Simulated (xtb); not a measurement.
Cl₃MoO (SMILES [O]=[Mo]([Cl])([Cl])[Cl]), doublet, from a rough starting geometry (GFN-xTB shapes and energies of metal compounds can be far from the true ones) (the multiplicity is a formal guess); GFN2-xTB in xtb.

Here is a job for xtb.
```
$ xtb mol.xyz --gfn 2 --uhf 1 --opt vtight --json

# file mol.xyz
5

Mo     0.32080638    -0.00602754     0.14957671
O      1.51211766    -0.70306882    -0.75801179
Cl     0.44680886     1.02294505     1.92327040
Cl    -0.86048096     1.19219522    -1.39814846
Cl    -1.38416944    -1.46721524     0.16683063
```

It wrote (shortened):

```
   ID    Z sym.   atoms
    1   42 Mo     1
    2    8 O      2
    3   17 Cl     3-5

           -------------------------------------------------
          |                Calculation Setup                |
           -------------------------------------------------

           -------------------------------------------------
          |                 G F N 2 - x T B                 |
           -------------------------------------------------

          ...................................................
          :                      SETUP                      :
          :.................................................:
          :  # basis functions                  44          :
          :  # atomic orbitals                  40          :
          :  # shells                           14          :
          :  # electrons                        33          :
          :  max. iterations                   250          :
          :  Hamiltonian                  GFN2-xTB          :
          :  restarted?                      false          :
          :  GBSA solvation                  false          :
          :  PC potential                    false          :
          :  electronic temp.          300.0000000     K    :
          :  accuracy                    1.0000000          :
          :  -> integral cutoff          0.2500000E+02      :
          :  -> integral neglect         0.1000000E-07      :
          :  -> SCF convergence          0.1000000E-05 Eh   :
          :  -> wf. convergence          0.1000000E-03 e    :
          :  Broyden damping             0.4000000          :
          :  net charge                          0          :
          :  unpaired electrons                  1          :
          ...................................................

 iter      E             dE          RMSdq      gap      omega  full diag
   1    -19.6114247 -0.196114E+02  0.122E+01    1.34       0.0  T
   2    -19.5648777  0.465471E-01  0.117E+01    1.03       1.0  T
   3    -19.9427001 -0.377822E+00  0.337E+00    1.19       1.0  T
   4    -19.9452407 -0.254055E-02  0.202E+00    1.18       1.0  T
   5    -19.9445228  0.717892E-03  0.886E-01    1.17       1.0  T
   6    -19.9464167 -0.189395E-02  0.553E-01    1.17       1.0  T
   7    -19.9465747 -0.157964E-03  0.245E-01    1.17       1.0  T
   8    -19.9466229 -0.482460E-04  0.193E-01    1.18       1.0  T
   9    -19.9466748 -0.518426E-04  0.128E-01    1.19       1.0  T
  10    -19.9466838 -0.897924E-05  0.605E-02    1.19       1.0  T
  11    -19.9466863 -0.256247E-05  0.562E-02    1.19       1.0  T
  12    -19.9466899 -0.355656E-05  0.282E-02    1.19       1.6  T
  13    -19.9466913 -0.137707E-05  0.173E-02    1.20       2.6  T
  14    -19.9466919 -0.647637E-06  0.514E-03    1.20       8.7  T
  15    -19.9466919 -0.945918E-08  0.219E-03    1.20      20.4  T
  16    -19.9466919 -0.267672E-08  0.234E-03    1.20      19.1  T
  17    -19.9466919  0.351839E-09  0.213E-03    1.20      21.0  T
  18    -19.9466919 -0.413103E-08  0.822E-04    1.20      54.4  T
  19    -19.9466919 -0.619266E-09  0.417E-04    1.20     107.4  T

   *** convergence criteria satisfied after 19 iterations ***

         :::::::::::::::::::::::::::::::::::::::::::::::::::::
         ::                     SUMMARY                     ::
         :::::::::::::::::::::::::::::::::::::::::::::::::::::
         :: total energy             -19.906281086961 Eh    ::
         :: gradient norm              0.045029425451 Eh/a0 ::
         :: HOMO-LUMO gap              1.197164555263 eV    ::
         ::.................................................::
         :: SCC energy               -19.946689253437 Eh    ::
         :: -> isotropic ES            0.079627262254 Eh    ::
         :: -> anisotropic ES          0.000228063017 Eh    ::
         :: -> anisotropic XC         -0.000380658826 Eh    ::
         :: -> dispersion             -0.006358023007 Eh    ::
[...]
 * total energy  :   -19.9062811 Eh     change       -0.2271889E-09 Eh
 * total energy  :   -19.9081769 Eh     change       -0.1895772E-02 Eh
 * total energy  :   -19.9082591 Eh     change       -0.8223543E-04 Eh
 * total energy  :   -19.9082700 Eh     change       -0.1085898E-04 Eh
 * total energy  :   -19.9082714 Eh     change       -0.1485901E-05 Eh
 * total energy  :   -19.9082767 Eh     change       -0.5259187E-05 Eh
 * total energy  :   -19.9082770 Eh     change       -0.2978657E-06 Eh
 * total energy  :   -19.9082773 Eh     change       -0.2724929E-06 Eh
 * total energy  :   -19.9082773 Eh     change       -0.6787599E-07 Eh
   *** GEOMETRY OPTIMIZATION CONVERGED AFTER 9 ITERATIONS ***
         :: total energy             -19.908277338022 Eh    ::
[...]
         7        2.0000           -0.5236423             -14.2490
         8        2.0000           -0.5197662             -14.1436
         9        2.0000           -0.5125695             -13.9477
        10        2.0000           -0.4945127             -13.4564
        11        2.0000           -0.4924336             -13.3998
        12        2.0000           -0.4827635             -13.1367
        13        2.0000           -0.4804073             -13.0725
        14        2.0000           -0.4723377             -12.8530
        15        2.0000           -0.4656797             -12.6718
        16        2.0000           -0.4602191             -12.5232
        17        1.0000           -0.3694578             -10.0535 (HOMO)
        18                         -0.3353660              -9.1258 (LUMO)
        19                         -0.2819509              -7.6723
        20                         -0.2738235              -7.4511
        21                         -0.2507804              -6.8241
        22                         -0.0501027              -1.3634
        23                         -0.0462589              -1.2588
        24                         -0.0454844              -1.2377
        25                         -0.0356008              -0.9687
        26                         -0.0344270              -0.9368
        27                         -0.0133516              -0.3633
        28                         -0.0128705              -0.3502
       ...                                ...                  ...
        40                          0.6307458              17.1635
      -------------------------------------------------------------
                  HL-Gap            0.0340917 Eh            0.9277 eV
             Fermi-level           -0.3836252 Eh          -10.4390 eV

     #   Z          covCN         q      C6AA      α(0)
     1  42 Mo       3.316     0.756   356.926    45.455
     2   8 O        0.804    -0.421    22.130     6.306
     3  17 Cl       0.840    -0.074   101.386    15.404
     4  17 Cl       0.859    -0.130   103.173    15.539
     5  17 Cl       0.859    -0.131   103.175    15.539

 Mol. C6AA /au·bohr⁶  :       2826.787055
 Mol. C8AA /au·bohr⁸  :     170983.568803
 Mol. α(0) /au        :         98.242684

Wiberg/Mayer (AO) data.
largest (>0.10) Wiberg bond orders for each atom

 ---------------------------------------------------------------------------
     #   Z sym  total        # sym  WBO       # sym  WBO       # sym  WBO
 ---------------------------------------------------------------------------
     1  42 Mo   6.115 --     2 O    2.183     3 Cl   1.381     4 Cl   1.275
                             5 Cl   1.275
     2   8 O    2.425 --     1 Mo   2.183
     3  17 Cl   1.613 --     1 Mo   1.381
     4  17 Cl   1.486 --     1 Mo   1.275
     5  17 Cl   1.486 --     1 Mo   1.275
 ---------------------------------------------------------------------------

Topologies differ in total number of bonds
Writing topology from bond orders to xtbtopo.mol

molecular dipole:
                 x           y           z       tot (Debye)
 q only:       -0.245       0.479       0.748
   full:       -0.260       0.794       1.288       3.903
molecular quadrupole (traceless):
                xx          xy          yy          xz          yz          zz
 q only:       -1.874       1.659       0.881       1.725      -0.676       0.993
  q+dip:       -3.525       2.166       0.470       2.505       1.163       3.055
   full:       -3.530       2.267       0.524       2.628       1.022       3.006

optimized geometry written to: xtbopt.xyz

           -------------------------------------------------
          | TOTAL ENERGY              -19.908277338022 Eh   |
          | GRADIENT NORM               0.000028814220 Eh/α |
          | HOMO-LUMO GAP               0.927683414857 eV   |
           -------------------------------------------------

normal termination of xtb
```
